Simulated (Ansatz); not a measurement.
A nudged elastic band was laid between two geometries of CH11N3Si2 (17 atoms, charge 0, multiplicity 1).

The calculation used RKS PBE0/6-31G in Ansatz 0.2.0.

* movable images: 5
* climbing image: yes
* spring: 5.0 eV/Å²
* optimiser: quadratic models (default)
* start path: IDPP
* force threshold: 0.05 eV/Å
* iteration limit: 49
* end points: relaxed

Image 0:

```xyz
17
Properties=species:S:1:pos:R:3
C -0.058 -2.078 -1.570
Si 1.080 -1.094 -0.379
Si -0.077 0.754 0.542
N 0.743 1.152 2.049
N -0.177 1.923 -0.776
N -1.763 0.566 1.013
H -0.396 -1.431 -2.385
H 0.471 -2.934 -1.998
H -0.939 -2.442 -1.033
H 2.303 -0.620 -1.136
H 1.586 -2.006 0.715
H 1.660 0.803 2.278
H 0.389 1.847 2.689
H 0.521 1.988 -1.499
H -0.822 2.699 -0.749
H -2.022 0.239 1.929
H -2.518 0.635 0.350
```

Image 6:

```xyz
17
Properties=species:S:1:pos:R:3
C 0.305 -2.111 -1.578
Si 1.183 -0.966 -0.308
Si -0.217 0.755 0.521
N 0.345 1.779 1.837
N -0.423 1.888 -0.814
N -1.603 -0.074 1.226
H -0.044 -1.536 -2.441
H 0.993 -2.885 -1.933
H -0.561 -2.604 -1.124
H 2.403 -0.363 -0.962
H 1.679 -1.806 0.844
H 0.272 1.496 2.801
H 0.910 2.595 1.669
H -0.244 1.643 -1.774
H -0.865 2.786 -0.689
H -1.887 -1.001 0.950
H -2.266 0.405 1.816
```

Which bonds break or form, and what moves?

No bond is made or broken. The dihedral N4–Si3–N6–H16 goes from -30 to -150°.

What energy profile does the band end with?

The forces met the threshold. The highest image is number 3 of 0 to 6, 20.7 kJ/mol above the first end and 18.8 kJ/mol above the last; the last end lies 2.0 kJ/mol above the first. A vibrational analysis at the climbing image gives 2 clearly imaginary modes (240i, 174i cm⁻¹): a point of higher order, so a lower path passes nearby. Limits of this set-up: no polarisation functions.

```tsv
image	path coordinate (Å)	energy (kJ/mol)	dihedral N4–Si3–N6–H16 (°)
0	0.00	0.0	-30
1	0.71	3.9	-33
2	1.43	14.6	-51
3	2.14	20.7	-72
4	2.77	16.1	-94
5	3.39	6.5	-124
6	4.02	2.0	-150
```

What is the geometry of the highest image?


```xyz
17
Properties=species:S:1:pos:R:3:forces:R:3
C 0.163 -2.135 -1.530 0.00 0.00 -0.01
Si 1.141 -1.034 -0.304 0.00 0.00 0.01
Si -0.159 0.752 0.528 -0.01 0.01 0.01
N 0.703 1.532 1.861 0.00 -0.01 -0.02
N -0.415 1.992 -0.697 0.00 -0.01 0.01
N -1.748 0.100 0.952 0.00 0.00 -0.01
H -0.099 -1.564 -2.426 0.00 0.00 0.00
H 0.752 -3.007 -1.832 0.00 0.00 0.00
H -0.766 -2.477 -1.065 0.00 0.00 0.00
H 2.382 -0.496 -0.977 0.00 0.00 0.00
H 1.618 -1.877 0.858 0.00 0.00 -0.01
H 0.983 1.064 2.707 0.00 0.00 0.01
H 0.890 2.522 1.840 0.00 0.00 0.00
H 0.131 2.040 -1.539 0.00 0.00 0.00
H -1.119 2.708 -0.614 0.00 0.00 0.00
H -1.876 -0.723 1.519 0.00 0.00 0.01
H -2.600 0.603 0.758 0.00 0.00 0.00
```

Run time: 3.7 min on 1 thread of Arm Neoverse V2 (shared host), peak memory 0.28 GiB.
